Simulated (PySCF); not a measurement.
Trend along the lanthanides: MB molecules

PBE0 with double-zeta basis sets in PySCF, for the lowest determinant that a PBE0 search found; no spin–orbit coupling. De refers to high-spin ground-configuration atoms. A positive dipole means M(−)B(+).

```csv
M,basis,state (unpaired electrons),Re (Å),ωe (cm⁻¹),De (eV),μ (D)
La,x2c-SVPall,"quintet (σ ↑↑, π ↑↑)",2.337,539,3.07,-4.18
Ce,x2c-SVPall,sextet (f population 1.2),2.282,559,3.23,-4.05
Pr,x2c-SVPall,septet (f population 2.5),2.315,495,2.28,-4.72
Nd,x2c-SVPall,octet (f population 3.7),2.335,457,1.86,-5.16
Pm,x2c-SVPall,nonet (f population 4.7),2.324,474,1.74,-5.04
Sm,x2c-SVPall,decet (f population 5.9),2.377,448,1.60,-5.52
Eu,x2c-SVPall,2S+1 = 11 (f population 7.0),2.394,445,1.47,-5.58
Dy,x2c-SVPall,octet (f population 9.7),2.341,456,1.16,-4.90
Ho,x2c-SVPall,septet (f population 10.9),2.349,436,1.13,-5.33
```

The shortest bond is that of CeB (2.282 Å), the longest that of EuB (2.394 Å).

The state changes along the series, so neighbouring rows are not always alike in their bonding.

These are scalar-relativistic numbers at best; spin–orbit coupling would shift them, the dissociation energy most. With d or f electrons several states lie close, and the lowest PBE0 determinant need not be the measured ground state.
